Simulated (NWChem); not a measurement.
System: MoH4Cl2; SMILES [Cl][MoH4][Cl]

Input file for NWChem:

```
start job
memory heap 200 mb stack 900 mb global 1100 mb
geometry units angstroms
  Mo     0.445134    -0.275533     0.171479
  Cl    -1.594634    -0.883611     0.074761
  Cl     0.264120     1.707193    -0.587324
  H      0.790769    -1.783180     0.781151
  H      1.009911    -1.019213    -1.153035
  H      0.552686     0.051972     1.755005
  H      2.076208     0.008534     0.323313
end
basis spherical
  * library def2-svp
end
ecp
  Mo library def2-ecp
end
dft
  xc pbe0
  iterations 150
end
driver
  maxiter 120
end
task dft optimize
dft
  grid fine
  convergence energy 1d-8 density 1d-7
end
task dft freq numerical
```

def2 effective core potentials on Mo; no spin-orbit coupling. The optimisation ended at a saddle point (imaginary frequency).

The level has its own optimisation; frequencies are unscaled.

**Question.** Predict the main results of this run. (PBE0/def2-SVP with def2 effective core potentials on Mo.) Quantities: r Cl–Mo (Å); highest harmonic frequency (cm⁻¹); lowest (cm⁻¹); zero-point energy (kcal/mol).

**Answer.** 
```
Quantity                           Result
---------------------------------  ------
r Cl–Mo (Å)                         2.275
highest harmonic frequency (cm⁻¹)    2148
lowest (cm⁻¹)                         -38
zero-point energy (kcal/mol)         20.9
```
